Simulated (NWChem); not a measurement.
Everything below was run with NWChem. System: C2H6AlCl, charge 0, spin multiplicity 1, at a geometry optimised with PBE/def2-SVP. The structure started from a generated list of species. Level: MP2/def2-TZVP, 12 core orbitals frozen.

Part of the output:

```
             Northwest Computational Chemistry Package (NWChem) 7.3.0
             --------------------------------------------------------

                                NWChem Input Module
                                -------------------

 Scaling coordinates for geometry "geometry" by  1.889725989
 (inverse scale =  0.529177249)

                             Geometry "geometry" -> ""
                             -------------------------

 Output coordinates in angstroms (scale by  1.889725989 to convert to a.u.)

  No.       Tag          Charge          X              Y              Z
 ---- ---------------- ---------- -------------- -------------- --------------
    1 Al                  13.0000     0.21924800    -0.25283700     0.22327100
    2 C                    6.0000     2.02388600    -0.66547900    -0.41681800
    3 H                    1.0000     2.42510900    -1.60266200     0.02131200
    4 H                    1.0000     2.72179500     0.15309700    -0.13382600
    5 H                    1.0000     2.06423700    -0.74734000    -1.52244500
    6 C                    6.0000    -0.61930400    -0.95313100     1.84908800
    7 H                    1.0000    -1.30744200    -1.78796700     1.59074300
    8 H                    1.0000    -1.23354500    -0.18518000     2.36285000
    9 H                    1.0000     0.12266300    -1.35220900     2.57122200
   10 Cl                  17.0000    -0.94532600     1.08945900    -0.96388200

 Effective nuclear repulsion energy (a.u.)     187.7990342120

            Nuclear Dipole moment (a.u.)
            ----------------------------
        X                 Y               Z
 ---------------- ---------------- ----------------
    -0.0000170075     0.0000018897     0.0000094486


 Summary of "ao basis" -> "" (spherical)
 ------------------------------------------------------------------------------
       Tag                 Description            Shells   Functions and Types
 ---------------- ------------------------------  ------  ---------------------
 *                         def2-tzvp                  on all atoms

 Summary of "ao basis" -> "ao basis" (spherical)
 ------------------------------------------------------------------------------
       Tag                 Description            Shells   Functions and Types
 ---------------- ------------------------------  ------  ---------------------
 Al                        def2-tzvp                13       37   5s5p2d1f
 C                         def2-tzvp                11       31   5s3p2d1f
 H                         def2-tzvp                 4        6   3s1p
 Cl                        def2-tzvp                13       37   5s5p2d1f

                                 NWChem SCF Module
                                 -----------------

  ao basis        = "ao basis"
  functions       =   172
  atoms           =    10
  closed shells   =    24
  open shells     =     0
  charge          =   0.00
  wavefunction    = RHF
  use symmetry    = F
  symmetry adapt  = F

 Summary of "ao basis" -> "ao basis" (spherical)
 ------------------------------------------------------------------------------
       Tag                 Description            Shells   Functions and Types
 ---------------- ------------------------------  ------  ---------------------
 Al                        def2-tzvp                13       37   5s5p2d1f
 C                         def2-tzvp                11       31   5s3p2d1f
 H                         def2-tzvp                 4        6   3s1p
 Cl                        def2-tzvp                13       37   5s5p2d1f

 Forming initial guess at       0.1s

      Superposition of Atomic Density Guess
      -------------------------------------

 Sum of atomic energies:        -779.69402409

      Non-variational initial energy
      ------------------------------

 Total energy =    -781.234643
 1-e energy   =   -1448.627802
 2-e energy   =     479.594125
 HOMO         =      -0.337419
 LUMO         =       0.000013

 Starting SCF solution at       3.0s

 ----------------------------------------------
         Quadratically convergent ROHF

 Convergence threshold     :          1.000E-07
 Maximum no. of iterations :          100
[...]
   151      0.404596  10 Cl py              152      0.276184  10 Cl pz
   154      0.266509  10 Cl py              148      0.185409  10 Cl py
   150      0.183825  10 Cl px              155      0.182291  10 Cl pz

 Vector   24  Occ=2.000000D+00  E=-4.027304D-01
              MO Center=  3.8D-01, -4.4D-01,  3.9D-01, r^2= 4.3D+00
   Bfn.  Coefficient  Atom+Function         Bfn.  Coefficient  Atom+Function
  ----- ------------  ---------------      ----- ------------  ---------------
    43     -0.206268   2 C  px               46     -0.197296   2 C  px
    15      0.187741   1 Al px               94      0.178723   6 C  pz
    97      0.171999   6 C  pz              150     -0.165043  10 Cl px
    17     -0.163964   1 Al pz

 Vector   25  Occ=0.000000D+00  E= 7.592549D-02
              MO Center=  2.3D-01, -2.7D-01,  2.3D-01, r^2= 5.2D+00
   Bfn.  Coefficient  Atom+Function         Bfn.  Coefficient  Atom+Function
  ----- ------------  ---------------      ----- ------------  ---------------
    19      0.838105   1 Al py               20      0.597896   1 Al pz
    18      0.351112   1 Al px              154     -0.219425  10 Cl py
    16      0.204358   1 Al py

 Vector   26  Occ=0.000000D+00  E= 8.573135D-02
              MO Center=  6.2D-01, -7.1D-01,  6.4D-01, r^2= 8.4D+00
   Bfn.  Coefficient  Atom+Function         Bfn.  Coefficient  Atom+Function
  ----- ------------  ---------------      ----- ------------  ---------------
     5      3.771022   1 Al s                42     -3.398187   2 C  s
    91     -3.395570   6 C  s                77      0.801001   4 H  s
   120      0.801598   7 H  s               126      0.596281   8 H  s
    83      0.589590   5 H  s               100      0.591447   6 C  pz
    19     -0.549603   1 Al py               20      0.490871   1 Al pz

 Vector   27  Occ=0.000000D+00  E= 1.427974D-01
              MO Center=  2.7D-01, -3.2D-01,  2.8D-01, r^2= 1.2D+01
   Bfn.  Coefficient  Atom+Function         Bfn.  Coefficient  Atom+Function
  ----- ------------  ---------------      ----- ------------  ---------------
    42      3.852319   2 C  s                91     -3.860940   6 C  s
    18     -2.010600   1 Al px               20      1.690740   1 Al pz
    77     -0.857414   4 H  s               120      0.856970   7 H  s
    71     -0.707571   3 H  s               132      0.707190   9 H  s
   126      0.681021   8 H  s                83     -0.675599   5 H  s

 center of mass
 --------------
 x =  -0.11207241 y =   0.12912961 z =  -0.11433770

 moments of inertia (a.u.)
 ------------------
         575.284770051883         174.442288595262          -2.824065063016
         174.442288595262         716.868069899679         219.278489100413
          -2.824065063016         219.278489100413         622.182095444754

  Mulliken analysis of the total density
  --------------------------------------

    Atom       Charge   Shell Charges
 -----------   ------   -------------------------------------------------------
    1 Al  13    12.15   2.00  0.65  1.33  0.67  0.11  2.92  2.28  0.82  0.83  0.13  0.17  0.15  0.08
    2 C    6     6.62   0.85  1.12  0.46  0.69  0.12  1.23  1.51  0.59  0.01  0.03  0.00
    3 H    1     0.88   0.26  0.49  0.11  0.02
    4 H    1     0.87   0.25  0.49  0.11  0.02
    5 H    1     0.87   0.26  0.48  0.10  0.02
    6 C    6     6.62   0.85  1.12  0.46  0.69  0.12  1.23  1.51  0.59  0.01  0.03  0.00
    7 H    1     0.87   0.25  0.49  0.11  0.02
    8 H    1     0.87   0.26  0.48  0.10  0.02
    9 H    1     0.88   0.26  0.49  0.11  0.02
   10 Cl  17    17.37   2.01  0.45  1.52  1.07  0.86  4.18  1.69  1.08  2.88  1.61  0.00  0.02  0.00

       Multipole analysis of the density wrt the origin
       ------------------------------------------------

     L   x y z        total         open         nuclear
     -   - - -        -----         ----         -------
     0   0 0 0     -0.000000      0.000000     48.000000

     1   1 0 0      0.471422      0.000000     -0.000017
     1   0 1 0     -0.543424      0.000000      0.000002
     1   0 0 1      0.480442      0.000000      0.000009

     2   2 0 0    -31.183927      0.000000    226.731155
     2   1 1 0      1.709075      0.000000    -90.636065
     2   1 0 1      0.368260      0.000000    -14.071073
     2   0 2 0    -29.349022      0.000000    133.296027
     2   0 1 1      2.200382      0.000000   -118.457235
     2   0 0 2    -30.652740      0.000000    196.623888

                   NWChem MP2 Semi-direct Energy/Gradient Module
                   ---------------------------------------------

  Basis functions       =    172
  Molecular orbitals    =    172
  Frozen core           =     12
  Frozen virtuals       =      0
  Active alpha occupied =     12
  Active beta occupied  =     12
  Active alpha virtual  =    148
  Active beta virtual   =    148
  Use MO symmetry       = F
  Use skeleton AO sym   = F

  AO/Fock/Back tols     =   1.0D-09  1.0D-09  1.0D-09

 GA uses MA = F    GA memory limited = T

 Available:
  local mem=  1.26D+08
 global mem=  1.44D+08
 local disk=  0.00D+00
  mp2_memr nvloc                   148
  nvloc new                   148
   1 passes of  12:        5242880                     149115                  83495242.
   1 passes of  12: M    126147850           G      144120032           F     120904970.

 Semi-direct pass number   1 of   1  for RHF alpha+beta  at       31.5s
  vrange nnbf                 13819
  mp2_eaftype                   318  avail_ma_in_mb                  1099
 EAF : mp2_eaftype filesize         318   41747621.
  mp2_eaf for mointskh                    318
Node 0 wrote    196.3 Mb in      0.1 s     Agg I/O rate:  1680.1 Mb/s
 Done moints_semi at       41.4s
  mp2_eaftype                   318  avail_ma_in_mb                   781
 EAF : mp2_eaftype filesize         318   41747621.
  mp2_eaf for kh                   318
 Done maket at       41.9s
 Done multipass loop at       41.9s

          -------------------------------------------
          SCF energy                -780.787127191158
          Correlation energy          -0.604493234881
          Singlet pairs               -0.399328829564
          Triplet pairs               -0.205164405317
          Total MP2 energy          -781.391620426039
          -------------------------------------------

          ---------------------------------------------------
                    Spin Component Scaled (SCS) MP2
          Same spin pairs                     -0.136776270211
          Same spin scaling factor             0.333333333333
          Opposite spin pairs                 -0.467716964670
          Opposite spin scaling fact.          1.200000000000
          SCS-MP2 correlation energy          -0.606852447674
          Total SCS-MP2 energy              -781.393979638832
          ---------------------------------------------------

 -----------------------
 Performance information
 -----------------------

 Timer overhead =  9.66D-08 seconds/call

               Nr. of calls         CPU time (s)                 Wall time (s)                GFlops
             ---------------    -------------------     ------------------------------   -------------------
Name         Min   Avg   Max    Min     Avg     Max     Min     Avg     Max   Mx/calls   Min     Max     Sum
mp2: moin     1     1     1    10.     10.     10.      10.     10.     10.     10.      0.0     0.0     0.0
mp2: make     1     1     1   0.49    0.49    0.49     0.49    0.49    0.49    0.49      0.0     0.0     0.0
mp2: tota     1     1     1    10.     10.     10.      10.     10.     10.     10.      0.0     0.0     0.0

 The average no. of pstat calls per process was 3.00D+00
 with a timing overhead of 2.90D-07s

 Task  times  cpu:       41.9s     wall:       41.9s

 Total times  cpu:       41.9s     wall:       41.9s
```

Problem. Write an NWChem input that would produce this output.

Solution. This is not unique; one that fits is 
```
start mol
memory heap 200 mb stack 900 mb global 1100 mb
geometry units angstroms nocenter noautoz noautosym
  Al     0.219248    -0.252837     0.223271
  C      2.023886    -0.665479    -0.416818
  H      2.425109    -1.602662     0.021312
  H      2.721795     0.153097    -0.133826
  H      2.064237    -0.747340    -1.522445
  C     -0.619304    -0.953131     1.849088
  H     -1.307442    -1.787967     1.590743
  H     -1.233545    -0.185180     2.362850
  H      0.122663    -1.352209     2.571222
  Cl    -0.945326     1.089459    -0.963882
end
basis spherical
  * library def2-tzvp
end
scf
  rhf
  nopen 0
  maxiter 100
  thresh 1e-7
  semidirect memsize 60000000 filesize 0
end
mp2
  freeze core 12
end
task mp2 energy
```
